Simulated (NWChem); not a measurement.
System meant: MgF cation; SMILES [F][Mg+]

Input file for NWChem:

```
start job
memory heap 200 mb stack 700 mb global 900 mb
charge 1
geometry units angstroms noautoz
  Mg     0.000000     0.000000    -0.744676
  F      0.000000     0.000000     0.993336
end
basis spherical
  * library def2-svp
end
dft
  xc pbe0
  iterations 4
  mulliken
end
task dft energy
```

End of the output:

```
    Atom       Charge   Shell Charges
 -----------   ------   -------------------------------------------------------
    1 Mg  12    10.79   2.00  1.93  0.24  0.03  5.83  0.37  0.13  0.25
    2 F    9     9.21   1.98  1.02  0.77  3.18  2.26  0.00

 center of mass
 --------------
 x =   0.00000000 y =   0.00000000 z =   0.04408292

 moments of inertia (a.u.)
 ------------------
         114.356147919811           0.000000000000           0.000000000000
           0.000000000000         114.356147919811           0.000000000000
           0.000000000000           0.000000000000           0.000000000000

     Multipole analysis of the density
     ---------------------------------

     L   x y z        total         alpha         beta         nuclear
     -   - - -        -----         -----         ----         -------
     0   0 0 0      1.000000    -10.000000    -10.000000     21.000000

     1   1 0 0      0.000000      0.000000      0.000000      0.000000
     1   0 1 0     -0.000000     -0.000000     -0.000000      0.000000
     1   0 0 1     -3.699402     -1.849701     -1.849701      0.000000

     2   2 0 0     -6.877004     -3.438502     -3.438502      0.000000
     2   1 1 0     -0.000000     -0.000000     -0.000000      0.000000
     2   1 0 1     -0.000000     -0.000000     -0.000000      0.000000
     2   0 2 0     -6.877004     -3.438502     -3.438502      0.000000
     2   0 1 1      0.000000      0.000000      0.000000      0.000000
     2   0 0 2     -3.883403    -29.679863    -29.679863     55.476324

 ------------------------------------------------------------------------
 dft energy failed                                                                                  0
 ------------------------------------------------------------------------
 ------------------------------------------------------------------------
  current input line :
    16: task dft energy
 ------------------------------------------------------------------------
 ------------------------------------------------------------------------
 This type of error is most commonly associated with calculations not reaching convergence criteria
 ------------------------------------------------------------------------
 For more information see the NWChem manual at https://nwchemgit.github.io

0:dft energy failed:Received an Error in Communication
```

Problem. Can this run be used? If not, why, and what is the fix?

Solution. Convergence was not reached. Cause: the SCF was allowed too few iterations. This input runs:
```
start job
memory heap 200 mb stack 700 mb global 900 mb
charge 1
geometry units angstroms noautoz
  Mg     0.000000     0.000000    -0.744676
  F      0.000000     0.000000     0.993336
end
basis spherical
  * library def2-svp
end
dft
  xc pbe0
  iterations 150
  mulliken
end
task dft energy
```
It converges to -299.30852 Ha (PBE0/def2-SVP).
